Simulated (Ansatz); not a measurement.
Si(eta1-allyl)H3 (C3H8Si), relaxed as a singlet with RKS PBE0-D4/def2-SVP in Ansatz, starting from the GFN2-xTB geometry. Force threshold 0.02 eV/Å.

Start:

```xyz
12

Si   -1.4429    1.0273   -0.1437
C     0.3506    0.6414    0.3903
C     0.5933   -0.8245    0.4297
C     1.2885   -1.4971   -0.4702
H     0.5256    1.0692    1.3791
H     1.0472    1.1158   -0.3023
H     0.1290   -1.3494    1.2552
H     1.7604   -1.0024   -1.3038
H     1.4212   -2.5640   -0.4123
H    -2.3742    0.4607    0.8342
H    -1.6891    0.4413   -1.4611
H    -1.6096    2.4817   -0.1951
```

| step | energy (eV) | largest force component (eV/Å) | SCF passes |
| --- | --- | --- | --- |
| 1 | -11106.2838 | 0.983 | 23 |
| 2 | -11106.3466 | 0.284 | 27 |
| 3 | -11106.3511 | 0.076 | 28 |
| 4 | -11106.3512 | 0.094 | 26 |
| 5 | -11106.3528 | 0.067 | 27 |
| 6 | -11106.3535 | 0.023 | 21 |
| 7 | -11106.3537 | 0.012 | 22 |
| 8 | -11106.3538 | 0.006 | 22 |

Force components are those of the run's own axes.

End:

```xyz
12

Si   -1.431    1.042   -0.135
C     0.354    0.646    0.366
C     0.607   -0.824    0.432
C     1.307   -1.535   -0.455
H     0.532    1.122    1.346
H     1.027    1.134   -0.359
H     0.141   -1.353    1.274
H     1.791   -1.062   -1.315
H     1.424   -2.617   -0.350
H    -2.388    0.373    0.801
H    -1.698    0.555   -1.522
H    -1.667    2.519   -0.084
```

By distances, no bond broke or formed. The bond that changes most is Si1–H12, from 1.46 to 1.50 Å (atoms count from 1).

The force fell under the threshold at step 7, but the optimiser went on. No frequencies were taken in this run, so the end may be a saddle point.

Run time 25 s (4 threads of Intel Xeon on a shared host).
